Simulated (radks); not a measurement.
Results of a calculation; reference values are marked as such.
Problem. All-electron atom: Mn XII in [Ne] 3s2 3p2. Level of theory: scalar-relativistic Kohn-Sham, r2SCAN, spin-polarised, spherical densities, finite nucleus; open shells are filled with parallel spins first; meta-GGA in the generalised Kohn-Sham scheme; Fermi nuclear charge, rms radius 3.7057 fm (a radial shooting solver on a logarithmic mesh with Libxc functionals). Some entries of the table are withheld. Estimate them.

orbital  occ.  eigenvalue (hartree)  <1/r> (bohr^-1)
1s up       1             -248.2732            24.92
1s down     1             -248.1997            24.93
2s up       1             -38.40929              (1)
2s down     1             -38.37188              (2)
2p up       3             -34.20681            5.243
2p down     3             -34.13052            5.239
3s up       1             -12.29563            1.928
3s down     1             -11.97122            1.913
3p up       2             -11.00978              (3)
3p down     0             -10.69632              (4)

Solution. 
(1) 2s up <1/r> (bohr^-1): 5.362
(2) 2s down <1/r> (bohr^-1): 5.360
(3) 3p up <1/r> (bohr^-1): 1.846
(4) 3p down <1/r> (bohr^-1): 1.835
